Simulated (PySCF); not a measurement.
Ions at one geometry of [Pb(SH)3]+

PySCF 2.14.0, RKS PBE0, Pb def2-SVP with ECP60, S def2-SVP, H def2-SVP; non-relativistic Hamiltonian with scalar-relativistic core potentials where named; density fitting; no spin-orbit coupling; singlets restricted, open shells unrestricted. The geometry is relaxed for charge +1, singlet, vacuum:

```xyz
7

Pb    0.0000    0.0000    0.4878
S     2.3865    0.5263    0.4860
H     2.7506   -0.7811    0.4870
S    -1.6490    1.8036    0.4860
H    -0.6989    2.7726    0.4870
S    -0.7375   -2.3299    0.4860
H    -2.0517   -1.9915    0.4870
```

Energies count from the relaxed state; an electron taken off or put on is at rest in vacuum. Charges and spins are Mulliken's.

```json
{"state": "charge +1, singlet, vacuum", "energy (eV)": "0.00", "spin squared": "0.00", "charge on Pb1 (e)": "0.73", "spin on Pb1 (e)": "0.00", "dipole about the centre of mass (D)": "0.00"}
{"state": "charge +2, doublet, vacuum", "energy (eV)": "14.56", "spin squared": "0.77", "charge on Pb1 (e)": "0.81", "spin on Pb1 (e)": "-0.12", "dipole about the centre of mass (D)": "1.93"}
```

Task: What does the state charge 0, doublet, vacuum give?

Result: energy (eV) -6.91, spin squared 0.76, charge on Pb1 (e) 0.56, spin on Pb1 (e) 0.14, dipole about the centre of mass (D) 0.00.

With an electron taken off (doublet) the charges change, summed by element, by Pb +0.08 e, S +0.77 e, H +0.15 e. The vertical ionisation energy is 14.56 eV, against −ε(HOMO) = 12.70 eV of the relaxed state. The level lies 1.9 eV too high, as is usual for semilocal functionals and global hybrids, which keep a self-interaction error.

With an electron put on (doublet) the charges change, summed by element, by Pb -0.17 e, S -0.66 e, H -0.17 e. The vertical electron affinity is 6.91 eV, against −ε(LUMO) = 8.75 eV of the relaxed state.

Open shells may have lower solutions than those found.
